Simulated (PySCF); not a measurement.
How methods differ on the excitation energy of V²⁺

V²⁺ [Ar] 3d3 (4F) → V²⁺ [Ar] 3d2 4p1 (high-spin determinant), as a difference of total energies. Calculation: PySCF 2.14, in aug-cc-pVQZ-DK (9s8p6d4f3g2h, 140 functions); the spin-free X2C one-electron Hamiltonian (Gaussian nucleus). Correlated levels: valence: [Ar] frozen. The calculations carry no spin-orbit coupling.

| method | excitation energy (eV) |
| --- | --- |
| UHF | 10.168 |
| LDA | 10.761 |
| PBE | 10.558 |
| PBE0 | 10.643 |
| r2SCAN | 10.830 |
| BHandHLYP | 10.610 |
| PBEsol | 10.649 |
| B97-3 | 10.650 |
| MP2 (valence) | 10.435 |
| SCS-MP2 (valence) | 10.257 |

**Question.** How much does correlation contribute at MP2 (valence)?

**Answer.** 10.435 − (10.168) = 0.267 eV, measured against UHF.

A first-order spin-orbit estimate (lowest level to lowest level, LS coupling) adds -0.032 eV.

The determinant of the upper state mixes LS terms, which raises its energy above the lowest term, most at the Hartree-Fock and MP2 levels.
